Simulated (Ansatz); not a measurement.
TaO₄H₃, relaxed as a singlet with RKS PBE-D4/def2-SVP in Ansatz, starting from the GFN1-xTB geometry. Force threshold 0.02 eV/Å.

In the def2 sets Ta takes a core potential; there is no spin–orbit coupling. The structure holds one bond between oxygen atoms, so isomers without such links may lie far lower. No other spin state of charge 0 was run. Another isomer (singlet) lies 0.40 eV lower at PBE0-D4/def2-TZVP; other spin states weren't run for this one.

Start:

Cartesian coordinates in Å:
```
Ta -0.145 0.008 -0.139
O 0.945 0.513 1.310
O 1.389 -0.732 0.881
O -1.742 0.825 -0.144
O 0.730 0.202 -1.603
H 2.119 -0.500 0.271
H -0.724 -1.583 -0.258
H -2.573 1.266 -0.318
```

(1) Estimate the energy that the relaxation releases and the steps that it takes.

(2) Does the start keep its bonding?

(3) Predict the relaxed structure.

Results:

(1) 27.9 kcal/mol, in 13 steps; 16 s on 4 threads of Arm Neoverse V1 on a shared host. No frequencies were taken in this run, so the end may be a saddle point.

(2) By distances, no bond broke or formed. The bond that changes most is Ta1–O3, from 1.99 to 2.27 Å (atoms count from 1).

(3) 
| atom | x (Å) | y (Å) | z (Å) |
| --- | --- | --- | --- |
| Ta1 | -0.220 | 0.055 | -0.208 |
| O2 | 1.201 | 0.690 | 1.079 |
| O3 | 1.433 | -0.763 | 1.115 |
| O4 | -1.954 | 0.806 | 0.072 |
| O5 | 0.344 | 0.438 | -1.803 |
| H6 | 2.302 | -0.857 | 0.660 |
| H7 | -0.545 | -1.685 | -0.426 |
| H8 | -2.561 | 1.317 | -0.489 |
Bond lengths: 4 × O–Ta 1.73 to 2.27 Å; 1 × O–O 1.47 Å; 2 × H–O 0.97 to 0.99 Å; 1 × H–Ta 1.78 Å.
